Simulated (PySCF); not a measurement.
PySCF input for H₃O₂, SMILES [OH2+]O, charge +1, TDDFT-ωB97X/def2-TZVPD. Geometry optimised at B3LYP-D3(BJ)/def2-TZVP. The isomer is the one that the SMILES or the coordinates give; other isomers of the formula were not compared.

```python
import numpy as np
from pyscf import gto, scf, dft, tdscf

mol = gto.M(
    atom='''
    O     0.77113544   -0.14059782    0.00000000
    O    -0.65828061    0.12204963   -0.00000000
    H     1.11888465    0.77948261   -0.00000002
    H    -1.01086166   -0.31554853    0.81283160
    H    -1.01086166   -0.31554856   -0.81283159
    ''',
    basis='def2-TZVPD',
    charge=1,
    spin=0,
    symmetry=True,
    max_memory=1600,
    verbose=4,
)
mf = dft.RKS(mol, xc='wb97x').density_fit(auxbasis='def2-universal-jkfit')
mf.grids.level = 3
mf.conv_tol = 1e-9
mf.max_cycle = 100
mf.kernel()
mf.grids = dft.Grids(mol).set(level=1).build(with_non0tab=True)  # coarser grid for the response kernel
td = tdscf.TDDFT(mf)
td.singlet = True
td.nstates = 10
td.conv_tol = 1e-4
td.positive_eig_threshold = 1e-6
td.kernel(x0=td.get_init_guess(mf, 15))
td.analyze()
tt = tdscf.TDA(mf)
tt.singlet = False
tt.nstates = 4
tt.conv_tol = 1e-4
tt.positive_eig_threshold = 1e-6
tt.kernel(x0=tt.get_init_guess(mf, 9))
tt.analyze(verbose=3)
```

Log of the run:

```
PySCF version 2.14.0

[INPUT] verbose = 4
[INPUT] num. atoms = 5
[INPUT] num. electrons = 18
[INPUT] charge = 1
[INPUT] spin (= nelec alpha-beta = 2S) = 0
[INPUT] symmetry True subgroup None
[INPUT] Mole.unit = angstrom
[INPUT] Symbol           X                Y                Z      unit          X                Y                Z       unit  Magmom
[INPUT]  1 O      0.771135440000  -0.140597820000   0.000000000000 AA    1.457234786546  -0.265691373511   0.000000000000 Bohr   0.0
[INPUT]  2 O     -0.658280610000   0.122049630000   0.000000000000 AA   -1.243970066012   0.230640374304   0.000000000000 Bohr   0.0
[INPUT]  3 H      1.118884650000   0.779482610000  -0.000000020000 AA    2.114385553480   1.473008651761  -0.000000037795 Bohr   0.0
[INPUT]  4 H     -1.010861660000  -0.315548530000   0.812831600000 AA   -1.910251687223  -0.596300300709   1.536029109392 Bohr   0.0
[INPUT]  5 H     -1.010861660000  -0.315548560000  -0.812831590000 AA   -1.910251687223  -0.596300357401  -1.536029090495 Bohr   0.0

nuclear repulsion = 43.4589686375365
point group symmetry = Cs
symmetry origin: [-2.98377814e-09 -1.16865582e-17 -9.94592701e-10]
symmetry axis x: [ 1.00000000e+00  4.39716357e-09 -3.18553791e-09]
symmetry axis y: [ 4.39716364e-09 -1.00000000e+00  2.37621158e-08]
symmetry axis z: [3.18553781e-09 2.37621159e-08 1.00000000e+00]
num. orbitals of irrep A' = 70
num. orbitals of irrep A" = 37
number of shells = 43
number of NR pGTOs = 143
number of NR cGTOs = 107
basis = def2-TZVPD
ecp = {}


[settings echo left out]
init E= -152.247234932483
HOMO (A") = -0.413058362308288  LUMO (A') = -0.103727578713219  gap/eV = 8.41732
cycle= 1 E= -151.784979891663  delta_E= 0.462  |g|= 0.494  |ddm|= 1.41
HOMO (A") = -0.700865940427974  LUMO (A') = -0.25389116850868  gap/eV = 12.16280
cycle= 2 E= -151.809089703478  delta_E= -0.0241  |g|= 0.465  |ddm|= 0.489
HOMO (A") = -0.754244490266067  LUMO (A') = -0.240660592048904  gap/eV = 13.97533
cycle= 3 E= -151.840872059999  delta_E= -0.0318  |g|= 0.105  |ddm|= 0.21
HOMO (A") = -0.736964989853157  LUMO (A') = -0.227470473957808  gap/eV = 13.86405
cycle= 4 E= -151.842560030974  delta_E= -0.00169  |g|= 0.0153  |ddm|= 0.0626
HOMO (A") = -0.738476390836046  LUMO (A') = -0.226599052507325  gap/eV = 13.92889
cycle= 5 E= -151.842612688371  delta_E= -5.27e-05  |g|= 0.00353  |ddm|= 0.0202
HOMO (A") = -0.737366619576847  LUMO (A') = -0.225518826310719  gap/eV = 13.92809
cycle= 6 E= -151.842615536194  delta_E= -2.85e-06  |g|= 0.00134  |ddm|= 0.00412
HOMO (A") = -0.737701302282036  LUMO (A') = -0.225847714115474  gap/eV = 13.92825
cycle= 7 E= -151.842616026561  delta_E= -4.9e-07  |g|= 0.000381  |ddm|= 0.00125
HOMO (A") = -0.737671233521302  LUMO (A') = -0.225797268799717  gap/eV = 13.92880
cycle= 8 E= -151.842616113039  delta_E= -8.65e-08  |g|= 0.000112  |ddm|= 0.000669
HOMO (A") = -0.737693949760576  LUMO (A') = -0.225802536050232  gap/eV = 13.92927
cycle= 9 E= -151.842616123565  delta_E= -1.05e-08  |g|= 1.65e-05  |ddm|= 0.000262
HOMO (A") = -0.737693234924565  LUMO (A') = -0.225802380126325  gap/eV = 13.92926
cycle= 10 E= -151.842616123861  delta_E= -2.96e-10  |g|= 2.93e-06  |ddm|= 4.7e-05
HOMO (A") = -0.737693244953985  LUMO (A') = -0.22580228044955  gap/eV = 13.92926
Extra cycle  E= -151.842616123866  delta_E= -5.26e-12  |g|= 1.69e-06  |ddm|= 5.33e-06
converged SCF energy = -151.842616123866
tot grids = 17776
Overwritten attributes  positive_eig_threshold  of <class 'pyscf.tdscf.rks.TDDFT'>


******** <class 'pyscf.tdscf.rks.TDDFT'> for <class 'pyscf.df.df_jk.DFSymAdaptedRKS'> ********
nstates = 10 singlet
deg_eia_thresh = 1.000e-03
wfnsym = None
conv_tol = 0.0001
eigh lindep = 1e-12
eigh level_shift = 0
eigh max_cycle = 100


Excitation energies (eV)
[ 5.80371521  7.83162905  9.88895684 11.04582677 11.37989602 11.50289466
 12.06041935 12.98241084 13.17622699 13.87053369]

** Singlet excitation energies and oscillator strengths **
Excited State   1:   A"      5.80372 eV    213.63 nm  f=0.0003
       9 -> 10        0.69464
Excited State   2:   A'      7.83163 eV    158.31 nm  f=0.0268
       6 -> 10        0.11075
       8 -> 10       -0.68744
Excited State   3:   A"      9.88896 eV    125.38 nm  f=0.0055
       9 -> 11       -0.67435
       9 -> 13       -0.14561
Excited State   4:  ???     11.04583 eV    112.25 nm  f=0.0020
       8 -> 11        0.67916
Excited State   5:   A"     11.37990 eV    108.95 nm  f=0.0148
       9 -> 11       -0.13582
       9 -> 13        0.64122
       9 -> 15       -0.14545
       9 -> 17       -0.12409
Excited State   6:  ???     11.50289 eV    107.79 nm  f=0.0003
       7 -> 10       -0.68655
Excited State   7:   A'     12.06042 eV    102.80 nm  f=0.0269
       9 -> 12       -0.68036
       9 -> 16       -0.10459
Excited State   8:   A"     12.98241 eV     95.50 nm  f=0.0030
       8 -> 12       -0.66471
       8 -> 16       -0.16098
Excited State   9:  ???     13.17623 eV     94.10 nm  f=0.0932
       8 -> 13       -0.66012
Excited State  10:   A"     13.87053 eV     89.39 nm  f=0.0136
       9 -> 14        0.61672
       9 -> 15       -0.22025
       9 -> 18       -0.15701
       9 -> 23       -0.13196

** Transition electric dipole moments (AU) **
state          X           Y           Z        Dip. S.      Osc.
  1        -0.0000      0.0000      0.0456      0.0021      0.0003
  2         0.3595     -0.1028      0.0000      0.1398      0.0268
  3         0.0000     -0.0000     -0.1508      0.0227      0.0055
  4        -0.0779     -0.0353     -0.0000      0.0073      0.0020
  5        -0.0000     -0.0000      0.2304      0.0531      0.0148
  6         0.0228     -0.0239      0.0000      0.0011      0.0003
  7        -0.3003      0.0281     -0.0000      0.0910      0.0269
  8         0.0000      0.0000     -0.0967      0.0094      0.0030
  9        -0.3150     -0.4353      0.0000      0.2887      0.0932
 10         0.0000     -0.0000      0.1998      0.0399      0.0136

** Transition velocity dipole moments (imaginary part, AU) **
state          X           Y           Z        Dip. S.      Osc.
  1         0.0000     -0.0000      0.0118      0.0001      0.0004
  2         0.1053     -0.0326     -0.0000      0.0122      0.0282
  3        -0.0000      0.0000     -0.0560      0.0031      0.0058
  4        -0.0314     -0.0148      0.0000      0.0012      0.0020
  5         0.0000     -0.0000      0.0988      0.0098      0.0156
  6         0.0100     -0.0087     -0.0000      0.0002      0.0003
  7        -0.1332      0.0127     -0.0000      0.0179      0.0269
  8        -0.0000     -0.0000     -0.0457      0.0021      0.0029
  9        -0.1524     -0.2117      0.0000      0.0680      0.0937
 10         0.0000     -0.0000      0.1038      0.0108      0.0141

** Transition magnetic dipole moments (imaginary part, AU) **
state          X           Y           Z
  1        -0.1221     -0.6230      0.0000
  2        -0.0000     -0.0000     -0.2581
  3         0.0274     -0.7046      0.0000
  4        -0.0000     -0.0000     -0.6310
  5        -0.1207     -0.0584      0.0000
  6        -0.0000     -0.0000     -0.9065
  7         0.0000      0.0000     -0.2520
  8         0.2349      0.3323     -0.0000
  9         0.0000     -0.0000      0.6152
 10         0.0238      0.0208     -0.0000
Overwritten attributes  positive_eig_threshold  of <class 'pyscf.tdscf.rks.TDA'>


******** <class 'pyscf.tdscf.rks.TDA'> for <class 'pyscf.df.df_jk.DFSymAdaptedRKS'> ********
nstates = 4 triplet
deg_eia_thresh = 1.000e-03
wfnsym = None
conv_tol = 0.0001
eigh lindep = 1e-12
eigh level_shift = 0
eigh max_cycle = 100


Excitation energies (eV)
[ 4.47280267  6.13014957  9.71378635 10.30215856]

** Triplet excitation energies and oscillator strengths **
Excited State   1:   A"      4.47280 eV    277.20 nm  f=0.0000
Excited State   2:   A'      6.13015 eV    202.25 nm  f=0.0000
Excited State   3:   A"      9.71379 eV    127.64 nm  f=0.0000
Excited State   4:  ???     10.30216 eV    120.35 nm  f=0.0000
```

The calculation finished and met its thresholds.
